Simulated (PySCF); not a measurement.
Isomers of C4H8Si. Gas-phase values, no solvent. One relaxed conformer stands for each flexible species; it need not be the lowest. Strings in code marks are SMILES. All members: neutral, multiplicity 1. Level: B3LYP-D3(BJ)/def2-TZVP (PySCF). B3LYP has the VWN-RPA correlation part, as in Gaussian. Delta-SCF ions had no search for a lower state.  The removal energy is E(N − 1 electrons) − E(N electrons) at the parent's geometry; ε(HOMO) is measured against the vacuum level.

```json
[
 {"species": "`C[C@@H]1CC1=[SiH2]`", "−ε(HOMO) (eV)": "5.92", "vertical ionisation energy (Delta-SCF) (eV)": "8.03"},
 {"species": "`C1CC12C[SiH2]2`", "−ε(HOMO) (eV)": "6.60", "vertical ionisation energy (Delta-SCF) (eV)": "8.74"},
 {"species": "`CC1=C[Si@@H]1C`", "−ε(HOMO) (eV)": "6.79", "vertical ionisation energy (Delta-SCF) (eV)": "withheld"},
 {"species": "`C=C=CC[SiH3]` (C–C–C–Si torsion 106°)", "−ε(HOMO) (eV)": "6.86", "vertical ionisation energy (Delta-SCF) (eV)": "8.99"},
 {"species": "`[SiH3]C1=CCC1`", "−ε(HOMO) (eV)": "7.10", "vertical ionisation energy (Delta-SCF) (eV)": "9.29"},
 {"species": "`C#CC[SiH2]C` (C–C–Si–C torsion 58°)", "−ε(HOMO) (eV)": "7.15", "vertical ionisation energy (Delta-SCF) (eV)": "9.48"}
]
```

**Question.** Fit vertical ionisation energy (Delta-SCF) = a + b·x to the 5 complete rows by least squares, with x = −ε(HOMO) in eV. Give a, b and the rms residual, and predict the withheld value.

**Answer.** Means of the 5 rows: x̄ = 6.726, ȳ = 8.906 eV. Σ(x − x̄)² = 1.0031 and Σ(x − x̄)(y − ȳ) = 1.1252, so b = 1.122 and a = ȳ − b·x̄ = 1.359 eV. The rms residual is 0.058 eV. At x = 6.79 the line gives 8.98 eV. The run for `CC1=C[Si@@H]1C` gave 9.03 eV, so the line is off by 0.05 eV, within twice the rms residual.

Codes: PySCF.
